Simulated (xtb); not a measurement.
Spectroscopic constants of TeP, multiplicity 2 (lowest of 2S+1 = 2, 4 at CCSD(T)/def2-TZVPP on PBE0 minima; our sources give no spin for the ground state, which may be another). No spin–orbit coupling. The T1 diagnostic near the minimum is 0.061, so single-reference values are doubtful.

The constants come from a fifth-degree fit in 1/R (seven points, main isotopes). In def2 and cc sets the state is the lowest found near the PBE0 minimum, followed along R.

Codes used: xtb for the GFN methods. Values without a source in brackets are computed. The GFN methods have no spin term and hold the electronic entropy of 300 K.

Energies at GFN2-xTB:

| R (Å) | E (hartree) |
|---|---|
| 2.074587 | -5.54013291 |
| 2.130356 | -5.55525410 |
| 2.181663 | -5.56335206 |
| 2.239662 | -5.56755200 |
| 2.297661 | -5.56788023 |
| 2.364583 | -5.56481877 |
| 2.442659 | -5.55804950 |

Q: With a reduced mass of 25.0105 u, find the minimum, the force constant and the constants.

A: A fifth-degree polynomial in 1/R puts the minimum at r_e = 2.2738 Å with force constant 412 N/m. Then ω_e = (1/2πc)√(k/μ) = 529 cm⁻¹ and B_e = h/(8π²cμr_e²) = 0.1304 cm⁻¹; the cubic and quartic terms give α_e = 0.00061 and ω_e x_e = 1.8 cm⁻¹.
